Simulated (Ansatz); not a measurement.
`NBC1C=C1` and `FC1C=C1` differ in one atom or group.

Ansatz, PBE0-D4/def2-TZVP geometries, multiplicity 1. Each molecule was computed in one conformer, which needn't be the lowest.

```json
{"property": "LUMO energy (PBE0/def2-TZVPP) / eV", "`NBC1C=C1`": "-0.09"}
{"property": "HOMO energy (PBE0/def2-TZVPP) / eV", "`NBC1C=C1`": "-6.81"}
{"property": "size of the dipole moment (PBE/def2-TZVPP) / D", "`NBC1C=C1`": "1.12"}
{"property": "zero-point energy (PBE0-D4/def2-TZVP) / kJ/mol", "`NBC1C=C1`": "228.5"}
{"property": "LUMO energy (PBE/def2-TZVPP) / eV", "`NBC1C=C1`": "-1.10"}
{"property": "HOMO–LUMO gap (PBE/def2-TZVPP) / eV", "`NBC1C=C1`": "4.54"}
```

(1) Give the same properties after the change, and the shifts. (Best estimate.)

## Answers

(1) Computed: 
```json
{"property": "LUMO energy (PBE0/def2-TZVPP) / eV", "`FC1C=C1`": "-0.35", "shift": "-0.26"}
{"property": "HOMO energy (PBE0/def2-TZVPP) / eV", "`FC1C=C1`": "-8.43", "shift": "-1.62"}
{"property": "size of the dipole moment (PBE/def2-TZVPP) / D", "`FC1C=C1`": "2.14", "shift": "1.02"}
{"property": "zero-point energy (PBE0-D4/def2-TZVP) / kJ/mol", "`FC1C=C1`": "129.0", "shift": "-99.5"}
{"property": "LUMO energy (PBE/def2-TZVPP) / eV", "`FC1C=C1`": "-1.44", "shift": "-0.34"}
{"property": "HOMO–LUMO gap (PBE/def2-TZVPP) / eV", "`FC1C=C1`": "5.45", "shift": "0.91"}
```

With PBE0 the HOMO falls by 1.62 eV and the LUMO falls by 0.26 eV, so the gap widens by about 1.36 eV. PBE moves the HOMO by -1.25 eV and ωB97M-V by -1.67 eV. The zero-point energy changes by -99.5 kJ/mol with -12 modes. Dipoles are sizes alone; their direction can turn.
